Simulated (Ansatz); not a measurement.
Molecule: GeCl₄, charge 0, multiplicity 1. SMILES: [Cl][Ge]([Cl])([Cl])[Cl]
Structure (B3LYP-D3(BJ)/def2-TZVP (Ansatz, a first-principles code) minimum search):
```
Ge
Cl 1 2.1338
Cl 1 2.1338 2 109.47
Cl 1 2.1338 2 109.47 3 -120.00
Cl 1 2.1338 2 109.47 3 120.00
```
Charge 0, spin multiplicity 1.

Computed values are from Ansatz. Correlated levels leave the core frozen unless marked. UHF or UKS for open shells. No spin-orbit coupling. The frozen core is the preceding noble-gas configuration, with the filled d and f shells of earlier blocks. Non-relativistic. Basis-set limits of correlation are two-point, X^-3; Hartree-Fock from the larger set. The bracket is a focal-point correction in the basis named.

### Question
What is the dipole moment at CCSD(T)/def2-SVPD?

### Answer
0.00 D.

### Question
What is the atomisation energy De at RI-MP2/CBS(def2-TZVPPD,def2-QZVPPD)+[CCSD(T)-MP2]/def2-TZVPPD?

### Answer
337.1 kcal/mol.

### Question
What is the T1 diagnostic at CCSD/def2-TZVPPD?

### Answer
0.009.

### Question
What is the total energy at RI-MP2/CBS(def2-TZVPPD,def2-QZVPPD)+[CCSD(T)-MP2]/def2-TZVPPD?

### Answer
-3914.8020 Eh.
